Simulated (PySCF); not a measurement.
CClF, neutral, multiplicity 1. Atoms are numbered in the order given.

```xyz
3

F      0.2869    -1.4577     0.0000
C     -0.6717    -0.5829     0.0000
Cl     0.0852     0.9775     0.0000
```
Charge 0, spin multiplicity 1.

Coordinates come from a ωB97X-D3(BJ)/def2-TZVP optimisation. The isomer is the one that the SMILES or the coordinates give; other isomers of the formula were not compared.

The numbers are results of PBE0/def2-TZVPD (PySCF), not measurements.

Symmetry labels are those of the subgroup Cs that the program uses (full group Cs).

Computed valence orbital energies around the gap with their symmetry:
| orbital | symmetry | energy (eV) |
|---|---|---|
| HOMO−7 | A' | -25.05 |
| HOMO−6 | A' | -19.19 |
| HOMO−5 | A' | -15.49 |
| HOMO−4 | A" | -15.18 |
| HOMO−3 | A' | -14.23 |
| HOMO−2 | A" | -10.67 |
| HOMO−1 | A' | -10.23 |
| HOMO | A' | -8.16 |
| LUMO | A" | -2.99 |
| LUMO+1 | A' | 0.27 |
| LUMO+2 | A' | 0.60 |
| LUMO+3 | A' | 1.31 |
